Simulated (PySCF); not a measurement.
Species: CH9Ge2PS.
Geometry (PBE0-D3(BJ)/def2-SVP, Å), atoms numbered from 1 in this order:
```
atom  x, y, z in Å
C1    -2.340    0.807   -0.255
Ge2   -1.462   -0.402    0.996
S3     0.675    0.191    1.315
Ge4    1.507   -0.332   -0.688
P5     3.814   -0.122   -0.629
H6    -3.399    0.530   -0.367
H7    -2.276    1.839    0.117
H8    -1.857    0.757   -1.241
H9    -2.100   -0.329    2.394
H10   -1.495   -1.852    0.469
H11    0.947    0.615   -1.771
H12    1.123   -1.782   -1.045
H13    3.918   -0.787    0.630
H14    3.753    1.176   -0.036
```

Computed, not measured: PySCF 2.14.0, PBE0-D3(BJ)/def2-SVP geometry optimisation, gas phase.

Take the most abundant isotopes and a rigid rotor. The values belong to one conformer with, in the numbering `[CH3:1][GeH2:2][S:3][GeH2:4][PH2:5]`, C1–Ge2–S3–Ge4 -70°, Ge2–S3–Ge4–P5 -172°, S3–Ge4–P5–H 45° and -49°.

Question: What are A, B and C (MHz)?

Answer: Ia = 136.87, Ib = 975.20, Ic = 1041.79 u·Å²; 505379 MHz·u·Å²/I gives A = 3692, B = 518.2, C = 485.1 MHz.

Question: What kind of rotor is it?

Answer: A near-prolate asymmetric top: κ = (2 × 518.2 − 3692 − 485.1)/(3692 − 485.1) = -0.98.

Question: Is it planar, by Δ = Ic − Ia − Ib?

Answer: Not planar: Δ = Ic − Ia − Ib = -70.28 u·Å². For a rigid frame Δ = −2 Σ m c², so Σ m c² = 35.14 u·Å² lies off the ab plane: 13.39 from hydrogen and 21.75 from heavier atoms. The atom farthest from that plane is 1.95 Å away.

Question: Give the other two planar moments, Paa and Pbb, and the rms extents of the mass along the axes.

Answer: Paa = Σ m a² = (Ib + Ic − Ia)/2 = 940.06 and Pbb = Σ m b² = (Ia + Ic − Ib)/2 = 101.73 u·Å². With the mass M = 231.86 u, the rms extents √(P/M) along a, b and c are 2.01, 0.66, 0.39 Å.

Question: List the rotational levels J(Ka,Kc) to J = 4 (MHz).

Answer: Above 0(0,0):
J = 1: 1(0,1) 1003, 1(1,1) 4177, 1(1,0) 4211
J = 2: 2(0,2) 3010, 2(1,2) 6151, 2(1,1) 6250, 2(2,1) 15773, 2(2,0) 15773
J = 3: 3(0,3) 6019, 3(1,3) 9111, 3(1,2) 9310, 3(2,2) 18783, 3(2,1) 18784, 3(3,1) 34736, 3(3,0) 34736
J = 4: 4(0,4) 10030, 4(1,4) 13058, 4(1,3) 13389, 4(2,3) 22796, 4(2,2) 22800, 4(3,2) 38750, 4(3,1) 38750, 4(4,1) 61085, 4(4,0) 61085
The levels of one J sum to (2J + 1)J(J + 1)(A + B + C)/3.

Question: Which types of transition are allowed, and where do some lines up to J = 4 fall?

Answer: The dipole components are |μa| = 1.18 D, |μb| = 1.14 D, |μc| = 0.05 D. The squared components, which scale the intensities, stand as 1.00 : 0.93 : 0.00 (a : b : c). Some lines, for components of 0.1 D or more:

```json
{"type": "a", "branch": "R", "J(Ka,Kc)": "1(0,1) ← 0(0,0)", "MHz": "1003", "lower level (cm⁻¹)": "0.000"}
{"type": "a", "branch": "R", "J(Ka,Kc)": "3(0,3) ← 2(0,2)", "MHz": "3009", "lower level (cm⁻¹)": "0.100"}
{"type": "b", "branch": "Q", "J(Ka,Kc)": "4(1,3) ← 4(0,4)", "MHz": "3360", "lower level (cm⁻¹)": "0.335"}
{"type": "a", "branch": "R", "J(Ka,Kc)": "4(1,4) ← 3(1,3)", "MHz": "3947", "lower level (cm⁻¹)": "0.304"}
{"type": "a", "branch": "R", "J(Ka,Kc)": "4(2,3) ← 3(2,2)", "MHz": "4013", "lower level (cm⁻¹)": "0.627"}
{"type": "a", "branch": "R", "J(Ka,Kc)": "4(3,2) ← 3(3,1)", "MHz": "4014", "lower level (cm⁻¹)": "1.159"}
{"type": "a", "branch": "R", "J(Ka,Kc)": "4(3,1) ← 3(3,0)", "MHz": "4014", "lower level (cm⁻¹)": "1.159"}
{"type": "b", "branch": "R", "J(Ka,Kc)": "1(1,1) ← 0(0,0)", "MHz": "4177", "lower level (cm⁻¹)": "0.000"}
{"type": "b", "branch": "R", "J(Ka,Kc)": "3(1,3) ← 2(0,2)", "MHz": "6101", "lower level (cm⁻¹)": "0.100"}
{"type": "b", "branch": "Q", "J(Ka,Kc)": "4(2,2) ← 4(1,3)", "MHz": "9411", "lower level (cm⁻¹)": "0.447"}
{"type": "b", "branch": "Q", "J(Ka,Kc)": "3(2,1) ← 3(1,2)", "MHz": "9474", "lower level (cm⁻¹)": "0.311"}
{"type": "b", "branch": "Q", "J(Ka,Kc)": "2(2,1) ← 2(1,2)", "MHz": "9622", "lower level (cm⁻¹)": "0.205"}
{"type": "b", "branch": "Q", "J(Ka,Kc)": "3(2,2) ← 3(1,3)", "MHz": "9672", "lower level (cm⁻¹)": "0.304"}
{"type": "b", "branch": "Q", "J(Ka,Kc)": "4(2,3) ← 4(1,4)", "MHz": "9738", "lower level (cm⁻¹)": "0.436"}
{"type": "b", "branch": "R", "J(Ka,Kc)": "2(2,1) ← 1(1,0)", "MHz": "11562", "lower level (cm⁻¹)": "0.140"}
{"type": "b", "branch": "R", "J(Ka,Kc)": "2(2,0) ← 1(1,1)", "MHz": "11596", "lower level (cm⁻¹)": "0.139"}
{"type": "b", "branch": "R", "J(Ka,Kc)": "3(3,1) ← 2(2,0)", "MHz": "18963", "lower level (cm⁻¹)": "0.526"}
{"type": "b", "branch": "R", "J(Ka,Kc)": "4(4,0) ← 3(3,1)", "MHz": "26348", "lower level (cm⁻¹)": "1.159"}
```

Question: Estimate the classical rotational partition function at 25 K, 100 K and 500 K.

Answer: Point group C1, symmetry number σ = 1; q = (√π/σ)·√((kT/h)³/(ABC)), k/h = 20836.6 MHz/K: 21900 at 25 K, 175000 at 100 K, 1960000 at 500 K.

PBE0-D3(BJ)/def2-SVP frequencies: not computed here. Zero-point vibration and centrifugal distortion are left out. A rigid rotor knows nothing of internal rotation, which can split or shift real lines.
